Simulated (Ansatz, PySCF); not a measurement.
Reaction R1 + R2 + R3 → 2 P1 + P2, each structure at its B3LYP-D3(BJ)/def2-TZVP stationary point, reached from a drawn start (curvature not checked).
P1: H2 (SMILES [H][H]), charge 0, multiplicity 1.
R1: HCl (SMILES Cl), charge 0, multiplicity 1.
R2, HF (SMILES F) (charge 0, multiplicity 1):
```tsv
atom	x (Å)	y (Å)	z (Å)
F	0.0000	0.0000	0.4622
H	0.0000	0.0000	-0.4622
```
R3, SiH4 (SMILES [SiH4]) (charge 0, multiplicity 1):
```xyz
5

Si     0.00000     0.00000     0.00000
H      0.85468     0.85468     0.85468
H     -0.85468    -0.85468     0.85468
H     -0.85468     0.85468    -0.85468
H      0.85468    -0.85468    -0.85468
```
P2: ClFH2Si (SMILES F[SiH2]Cl), charge 0, multiplicity 1.

P less R. No zero-point or thermal terms.

Correlated levels freeze the cores.

Codes used: Ansatz (Gaussian orbitals); PySCF for M06-2X and the D3/D4 terms. Each number belongs to the level named beside it.

| level | reaction energy (kcal/mol) |
|---|---|
| SVWN5/def2-TZVPP | -42.70 |
| M06-2X/def2-TZVPP | -49.69 |
| CAM-B3LYP-D4/def2-TZVPP | -45.45 |
| wB97X-V/def2-TZVPP | -45.47 |
| wB97M-V/def2-TZVPP | -46.41 |
| MP2/cc-pV(T+d)Z | -48.22 |
| SCS-MP2/cc-pV(Q+d)Z | (withheld) |
| CCSD(T)/cc-pV(D+d)Z | (withheld) |
| CCSD(T)/cc-pV(Q+d)Z | (withheld) |

Question: Fill in the missing entries.

Answer: 
- SCS-MP2/cc-pV(Q+d)Z, reaction energy (kcal/mol): -48.01
- CCSD(T)/cc-pV(D+d)Z, reaction energy (kcal/mol): -35.41
- CCSD(T)/cc-pV(Q+d)Z, reaction energy (kcal/mol): -46.21

Ansatz is a program for electronic structure.
